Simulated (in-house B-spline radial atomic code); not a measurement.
Sr⁵⁺. Computed with a B-spline radial atomic code. Model: all-electron spherical atom, spin shells full or empty, radial basis limit, no spin-orbit coupling, Breit or QED, empty-state partial waves extrapolated as (l+1/2)^-4, RPA, G0W0 and static COHSEX of the highest shell as one setting changes (uncorrelated shells keep exact exchange).

Given: element Sr; charge 5; filled core Ar; hamiltonian one-electron scalar X2C; mean-field start PBE; highest l of empty states 9; nuclear rms radius 4.224 fm; highest mean-field shell 4p up.

Shell: 3d 5 5, 4s 1 1, 4p 3 0 (electrons up and down).

| lowest nl shells left uncorrelated | RPA correlation energy (hartree) | G0W0 level (eV) | G0W0 minus most complete (meV) | COHSEX level (eV) | linearised minus solved G0W0 (meV) |
| --- | --- | --- | --- | --- | --- |
| 0 | -2.4953 | -89.557 | 0 | -92.057 | -16.8 |
| 1 | ? | ? | ? | ? | ? |
| 2 | -2.1532 | -89.554 | 3 | -92.058 | -16.8 |
| 3 | -1.636 | -89.541 | 16.4 | -92.029 | -16.7 |
| 4 | ? | ? | ? | ? | ? |
| 5 | -0.94357 | -89.625 | -67.8 | -92.151 | -17.3 |
| 6 | -0.21591 | -89.261 | 296.1 | -91.508 | -16.3 |
| 7 | -0.077936 | -89.681 | -124.4 | -91.327 | -3.1 |

Q: What follows for lowest nl shells left uncorrelated = 1?

A: RPA correlation energy -2.3369 hartree; G0W0 level -89.555 eV; G0W0 minus most complete 1.8 meV; COHSEX level -92.057 eV; linearised minus solved G0W0 -16.8 meV.

Q: What follows for lowest nl shells left uncorrelated = 4?

A: RPA correlation energy -1.4589 hartree; G0W0 level -89.55 eV; G0W0 minus most complete 7.2 meV; COHSEX level -92.036 eV; linearised minus solved G0W0 -16.8 meV.
